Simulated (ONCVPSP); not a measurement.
**Pt, ONCV: configuration errors across variants**

ONCVPSP 4.0.1 input, shortened (lines: element, Z, core and valence counts, functional; n l f; lmax; l rc ep ncon nbas qcut; lloc lpopt rc5 dvloc0; l nproj debl; icmod fcfact rcfact), PBE, scalar-relativistic:

```
  Pt 78.00   10    5        4      upf
    1    0    2.00
    2    0    2.00
    2    1    6.00
    3    0    2.00
    3    1    6.00
    3    2   10.00
    4    0    2.00
    4    1    6.00
    4    2   10.00
    4    3   14.00
    5    0    2.00
    5    1    6.00
    5    2    9.00
    6    0    0.50
    6    1    0.50
    2
    0    1.75    0.00    3    7    7.70
    1    1.45    0.00    4    9   11.70
    2    2.40    0.00    4    8    6.90
    4    5    1.00    0.00
    0    2    2.40
    1    2    3.20
    2    3    2.60
    3    2.25    1.10
```

All-electron excitation energies from the reference (eV): (1) 5s2 5p6 5d9 6s1 6p0 -2.461; (2) 5s2 5p6 5d9 6s0 6p0 6.734; (3) 5s2 5p6 5d9.5 6s0.5 6p0 -2.583.

Errors AE − PS in meV (a dash: test not solved or not reliable):

```csv
change,(1),(2),(3),bound ghosts,GHOST(+) flags above zero
base,+0.6,-2.5,-0.3,none,"s, d"
"local potential polynomial inside 1.00 bohr (lpopt 5, dvloc0 -1 Ha)",+0.6,-2.5,-0.3,none,"s, p, d"
"local potential polynomial inside 1.00 bohr (lpopt 5, dvloc0 0.5 Ha)",+0.6,-2.5,-0.3,none,"s, d"
"local potential polynomial inside 1.00 bohr (lpopt 5, dvloc0 2 Ha)",+0.6,-2.5,-0.3,none,"s, d"
"local potential polynomial inside 1.00 bohr (lpopt 5, dvloc0 4 Ha)",+0.6,-2.5,-0.3,none,"s, d"
"local potential polynomial inside 1.00 bohr (lpopt 5, dvloc0 5.5 Ha)",+0.6,-2.5,-0.3,none,s
"local potential polynomial inside 1.00 bohr (lpopt 5, dvloc0 6.5 Ha)",+0.6,-2.6,-0.3,none,s
"local potential polynomial inside 1.00 bohr (lpopt 5, dvloc0 8 Ha)",+0.6,-2.6,-0.3,none,s
"local potential polynomial inside 1.00 bohr (lpopt 5, dvloc0 9.5 Ha)",+0.6,-2.6,-0.3,none,none
```

Problem. Give the same row for: local potential polynomial inside 1.00 bohr (lpopt 5, dvloc0 -2 Ha).

Solution. +0.6, -2.6, -0.3; bound ghosts: none; GHOST(+) flags above zero: s, p, d.
